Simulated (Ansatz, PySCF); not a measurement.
System: sum formula SiNH₂F₃, charge 0, multiplicity 1. SMILES: N[Si](F)(F)F
Coordinates optimised at B3LYP-D3(BJ)/def2-TZVP (Ansatz, a quantum-chemistry and plane-wave program):
```
Si
F 1 1.5799
F 1 1.5800 2 110.22
F 1 1.5842 2 105.79 3 113.78
N 1 1.6754 2 109.54 4 125.43
H 5 1.0060 1 122.55 2 160.13
H 5 1.0060 6 112.94 1 -163.97
```

Quantity: atomisation energy (electronic, to ground-state atoms), in eV. Correlated levels leave the core frozen unless marked. Open shells are spin-unrestricted. No spin-orbit coupling. No relativistic terms. The coupled-cluster limit lacks core correlation, which all-electron functionals hold. CBS(X,Y): correlation extrapolated as X^-3; Hartree-Fock from the larger set.

```tsv
level	program	atomisation energy (eV)
HF/6-31G*	Ansatz	21.30
B97M-V/def2-TZVPD	Ansatz	30.61
BHLYP/def2-TZVPD	Ansatz	29.19
TPSSh-D4/def2-TZVPD	PySCF + dftd4	30.21
```

Task: What does CCSD(T)/CBS(cc-pV(T+d)Z,cc-pV(Q+d)Z) (Ansatz) give?

Result: 31.00 eV, so TPSSh-D4/def2-TZVPD differs from it by -0.79 eV.
